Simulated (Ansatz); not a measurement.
Reaction (formal exchange of groups at the Sn–C bond): `CN[CH2][SnH3]` + `CCNC=S` → `CC[NH][SnH3]` + `CNCC=S`

Gas-phase electronic energies from Ansatz, PBE0-D4/def2-TZVP geometries. CCSD(T)/CBS adds triple-zeta CCSD(T) − MP2 to the extrapolated MP2 energy (def2 sets, frozen cores). Functionals use def2-TZVPP. B3LYP here is the variant with VWN-RPA as its local correlation; programs differ in this. def2 core potentials past Kr. For Sn outer-core shells are correlated without core-valence functions, which leaves a few kJ/mol of doubt a bond. One conformer a species, not always the lowest.

```csv
species,B3LYP energy (Eh)
`CN[CH2][SnH3]`,-350.76948
`CCNC=S`,-571.57871
`CC[NH][SnH3]`,-350.78775
`CNCC=S`,-571.53933
```

Q: Work out ΔE.

A: ΔE = (-350.78775) + (-571.53933) − (-350.76948) − (-571.57871) = 0.02111 Eh = +0.57 eV. CCSD(T)/CBS gives +0.39 eV.

Largest T1 diagnostic among the species: 0.015.

From PBE to PBE0 (25 % exact exchange), in def2-TZVPP and without D4, ΔE moves by −0.04 eV.
